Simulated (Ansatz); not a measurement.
Input file for AlFH$_{3}$NSSi (`N[Si]1(F)[AlH][S]1`):

```yaml
crystal:
  periodic: [false, false, false]
  atoms:
    - {symbol: N, position_ang: [0.443620, 1.538971, 0.505316]}
    - {symbol: Si, position_ang: [0.497811, -0.082589, 0.016575]}
    - {symbol: F, position_ang: [2.069862, -0.371698, -0.085349]}
    - {symbol: Al, position_ang: [-1.090722, -1.760995, 0.009401]}
    - {symbol: S, position_ang: [-0.542029, -0.653296, -1.805390]}
    - {symbol: H, position_ang: [1.256419, 2.128369, 0.427313]}
    - {symbol: H, position_ang: [-0.416000, 2.056051, 0.567505]}
    - {symbol: H, position_ang: [-2.126762, -2.911914, 0.308727]}
basis:
  gaussian: {orbitals: def2-TZVPP}
correlation: {method: ccsd_t}
output: {orbitals: {seedname: orbitals}}
```

```sh
$ ansatz run in.yaml --threads 2 --pin off --events-out ev --progress --plain --max-ram 4352MiB
```

The program prints (abridged):

```
Functional definition: HF
1374 factors; integrals over basis functions are off by at most 1.6e-3 eV
mean field evaluation 1: about -29499.6025 eV, gradient 4.3e1 eV
mean field evaluation 2: about -29499.9222 eV, gradient 4.3e1 eV
mean field evaluation 4: about -29504.0463 eV, gradient 3.3e0 eV
mean field evaluation 8: about -29504.1239 eV, gradient 3.3e-1 eV
mean field evaluation 16: about -29504.1245 eV, gradient 2.0e-6 eV
mean field -29504.12449242 eV, -1084.2565764826 hartree, gradient 2.0e-6 eV, S^2 0.000000; 0 other end points of the search recorded, 0 dependent functions left out
17 core orbitals not correlated: weight in the atoms' cores, before any rotation towards them, 1.000 or more for the frozen orbitals, at most 0.000 for the correlated occupied ones
reference -29504.12449242 eV, -1084.2565764826 hartree; 14, 14 occupied and 199, 199 virtual orbitals, 1374 factors
second order -22.22377095 eV of doubles, -0.00000000 eV of singles
cycle   1  -22.51939154 eV  change   -3.0e-1 eV  update   1.1e-1
cycle   2  -23.04363939 eV  change   -5.2e-1 eV  update   3.3e-2
cycle   3  -23.16994979 eV  change   -1.3e-1 eV  update   1.8e-2
cycle   4  -23.15413585 eV  change    1.6e-2 eV  update   5.1e-3
cycle   5  -23.15084871 eV  change    3.3e-3 eV  update   2.6e-3
cycle   6  -23.15200377 eV  change   -1.2e-3 eV  update   1.0e-3
cycle   7  -23.15167630 eV  change    3.3e-4 eV  update   3.9e-4
cycle   8  -23.15151095 eV  change    1.7e-4 eV  update   1.4e-4
cycle   9  -23.15157675 eV  change   -6.6e-5 eV  update   6.0e-5
cycle  10  -23.15160441 eV  change   -2.8e-5 eV  update   2.1e-5
perturbative correction -0.96872507 eV, -0.0355999899 hartree
Total energy: -29528.24482191 eV, -1085.1429822419 hartree
```

Hardware: 2 threads of an AMD EPYC 9R45 on a shared host. Wall time 41 s, peak host memory 3.6 GiB.

The correlation energy is -24.120 eV, 4.0 % of it from (T); the T1 diagnostic reads 0.0139.
